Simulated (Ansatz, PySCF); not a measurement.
Process, species as SMILES: C1CC2=C1CC2 + 8 [H][H] (H2) -> 6 C (CH4)
Structures are relaxed separately at B3LYP-D3(BJ)/def2-TZVP in Ansatz (a program for electronic structure), one conformer each, not searched for the lowest. Frequencies are from Ansatz or PySCF.
Geometry of the first species:
SMILES: C1CC2=C1CC2
```xyz
14

C      1.5931    -0.6391    -0.1154
C      1.4364     0.9221     0.2153
C     -0.0643     0.6399     0.1356
C      0.0643    -0.6399    -0.1356
C     -1.4364    -0.9221    -0.2153
C     -1.5931     0.6391     0.1154
H      2.0950    -0.8500    -1.0619
H      2.0723    -1.2202     0.6750
H      1.8503     1.5867    -0.5457
H      1.8276     1.2165     1.1911
H     -1.8276    -1.2165    -1.1911
H     -1.8503    -1.5867     0.5457
H     -2.0723     1.2202    -0.6750
H     -2.0950     0.8500     1.0619
```
Charge 0, spin multiplicity 1.

Wanted: energy of full hydrogenation (enthalpy at 298 K, with B3LYP-D3(BJ) rigid-rotor harmonic-oscillator terms), in kJ/mol. Valence correlation only, unless marked. No spin-orbit coupling. No relativistic terms. CBS(X,Y): correlation extrapolated as X^-3; Hartree-Fock from the larger set.

Level to compare with: CCSD(T)/CBS(cc-pVTZ,cc-pVQZ) (Ansatz), -830.6 kJ/mol. It is a level with limits of its own, and the differences hold the functionals' basis error too.

### Question
Rank these functionals by how close they come to CCSD(T)/CBS(cc-pVTZ,cc-pVQZ), closest first: r2SCANh/def2-TZVPD (Ansatz); CAM-B3LYP/def2-TZVPD (Ansatz); PBE/def2-TZVPD (Ansatz); BHLYP/def2-TZVPD (Ansatz).

### Answer
PBE/def2-TZVPD (GGA, -814.5 kJ/mol, difference 16.1), r2SCANh/def2-TZVPD (hybrid meta-GGA, -858.5 kJ/mol, difference -27.9), CAM-B3LYP/def2-TZVPD (range-separated hybrid, -885.7 kJ/mol, difference -55.1), BHLYP/def2-TZVPD (global hybrid, -921.6 kJ/mol, difference -91.0)
